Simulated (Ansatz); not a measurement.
The cluster Si₂Au₄⁻, 6 atoms. Hardware: 4 threads of Arm Neoverse V1 on a shared host.

In the def2 sets Au takes a core potential; there is no spin–orbit coupling. Correlated methods freeze 10 core orbitals; core or outer-core shells of Au are correlated, in sets that lack core-valence functions.

Question: How many basis functions does each of these Ansatz runs have, and roughly what does it cost? MP2/def2-TZVPD, charge -1 doublet, energy, from earlier orbitals; PBE-D4/def2-SVP, charge -1 doublet, energy with a search over starts; PBE0-D4/def2-TZVPD, charge -1 doublet, energy, from earlier orbitals; r2SCAN0-D4/def2-TZVPD, charge -1 doublet, energy, from earlier orbitals; r2SCAN-D4/def2-SVPD, charge -1 doublet, relaxation, 7 steps; RPA@PBE/def2-TZVPD, charge -1 doublet, energy, from earlier orbitals; PBE-D4/def2-TZVPD, charge -1 doublet, energy and forces, from earlier orbitals; HF/def2-TZVPD, charge -1 doublet, energy, from earlier orbitals; r2SCAN-D4/def2-TZVPD, charge -1 doublet, energy, from earlier orbitals.

Answer: Other jobs shared the machine, so times can vary by a factor of up to 3. A dash marks memory too small to be measured apart from the calling script's.

```
                                                                           run  functions  fitting or Cholesky vectors  wall time  peak host memory (GiB)
               HF/def2-TZVPD, charge -1 doublet, energy, from earlier orbitals        258                         2028       20 s                     1.2
              MP2/def2-TZVPD, charge -1 doublet, energy, from earlier orbitals        258                         2028       30 s                     1.2
          RPA@PBE/def2-TZVPD, charge -1 doublet, energy, from earlier orbitals        258                         2028       44 s                     1.2
          PBE-D4/def2-SVP, charge -1 doublet, energy with a search over starts        164                         1672       50 s                    0.58
PBE-D4/def2-TZVPD, charge -1 doublet, energy and forces, from earlier orbitals        258                         2022       56 s                     1.1
        r2SCAN-D4/def2-TZVPD, charge -1 doublet, energy, from earlier orbitals        258                         2022       75 s                     1.2
          PBE0-D4/def2-TZVPD, charge -1 doublet, energy, from earlier orbitals        258                         2236       96 s                     1.5
                   r2SCAN-D4/def2-SVPD, charge -1 doublet, relaxation, 7 steps        188                         1764    1.7 min                       –
       r2SCAN0-D4/def2-TZVPD, charge -1 doublet, energy, from earlier orbitals        258                         2236    2.5 min                     1.7
```
